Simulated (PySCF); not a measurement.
From one molecule to another.

First species: C₈H₁₃NSi.
Cartesian coordinates in Å at the PBE0-D3(BJ)/def2-SVP level; atoms count from 1:
```xyz
23
C8H13NSi angstrom
C     -2.0390    0.7774   -1.0855
Si    -1.0296   -0.3486    0.0333
C     -1.6530   -0.2225    1.8032
C     -1.1290   -2.1261   -0.5684
C      0.7738    0.2299   -0.0178
C      1.7976   -0.5306   -0.5963
C      3.1014   -0.0337   -0.6188
N      3.4460    1.1474   -0.1143
C      2.4817    1.8794    0.4393
C      1.1507    1.4722    0.5122
H     -1.6832    0.7145   -2.1257
H     -3.1044    0.4973   -1.0702
H     -1.9601    1.8285   -0.7665
H     -2.7181   -0.4986    1.8610
H     -1.5527    0.8037    2.1902
H     -1.0891   -0.8915    2.4715
H     -2.1676   -2.4891   -0.5150
H     -0.7967   -2.2209   -1.6141
H     -0.5084   -2.7930    0.0507
H      1.5937   -1.5129   -1.0311
H      3.9071   -0.6258   -1.0698
H      2.7831    2.8500    0.8516
H      0.4164    2.1320    0.9848
```

Second species: tert-butyl(phenyl)phosphine oxide, C10H15OP.
Atom-mapped SMILES: `[CH3:1][C:2]([CH3:3])([CH3:4])[P@@H:5](=[O:6])[c:7]1[cH:8][cH:9][cH:10][cH:11][cH:12]1` (hydrogens: H13, H14, H15 on C1; H16, H17, H18 on C3; H19, H20, H21 on C4; H22 on P5; H23 on C8; H24 on C9; H25 on C10; H26 on C11; H27 on C12)

Levels: PBE0/def2-SVPD for dipole moment, HOMO energy, LUMO energy, HOMO–LUMO gap, static isotropic polarisability and electronic spatial extent ⟨r²⟩ about the centre of nuclear charge; TDDFT PBE0/def2-SVPD for lowest singlet excitation; TDA PBE0/def2-SVPD for lowest triplet excitation (Tamm–Dancoff); PBE0-D3(BJ)/def2-SVP for rotational constant A and rotational constant C. Geometries: PBE0-D3(BJ)/def2-SVP. All species are isolated and taken at one optimised geometry, non-relativistic unless stated; the electronic structure was computed with PySCF and density fitting.

Dipoles, sizes and rotational constants follow the conformer. The torsions of the flexible species, by atom-mapped SMILES:
- `[CH3:1][Si:2]([CH3:3])([CH3:4])[c:5]1[cH:6][cH:7][n:8][cH:9][cH:10]1`: C1–Si2–C5–C6 -112°
- `[CH3:1][C:2]([CH3:3])([CH3:4])[P@@H:5](=[O:6])[c:7]1[cH:8][cH:9][cH:10][cH:11][cH:12]1`: C1–C2–P5–O6 -59°, C2–P5–C7–C8 75°

Q: Which has the higher HOMO–LUMO gap?

A: The second: 6.40 eV against 6.21 eV, a difference of 0.19 eV.

Q: Which of the two has the higher static isotropic polarisability, and by how much?

A: The second: 142.8 au against 124.8 au, a difference of 18.0 au.

Q: Which of the two has the higher LUMO energy, and by how much?

A: The first: -1.00 eV against -1.05 eV, a difference of 0.05 eV.

Q: Which of the two has the higher ⟨r²⟩, and by how much?

A: The second: 2516 bohr² against 1946 bohr², a difference of 570 bohr².

Q: Which has the higher HOMO energy?

A: The first: -7.21 eV against -7.45 eV, a difference of 0.24 eV.

Q: Which has the higher dipole moment?

A: The second: 4.23 D against 2.80 D, a difference of 1.43 D.

Q: Which of the two has the higher rotational constant C, and by how much?

A: The first: 0.642 GHz against 0.489 GHz, a difference of 0.153 GHz.

Q: Which of the two has the higher T1 energy, and by how much?

A: The second: 4.00 eV against 3.93 eV, a difference of 0.07 eV.

On the first: The dipole matches unit charges of opposite sign 0.58 Å apart (1 e·Å = 4.8032 D). In wavenumbers S1 is 37000 cm⁻¹ (1 eV = 8065.54 cm⁻¹).

On the second: The principal polarisabilities are 110.4, 139.7 and 178.4 au; their mean is the isotropic value. The 10 singlets span 5.30 to 7.07 eV, and their oscillator strengths add up to 1.23.
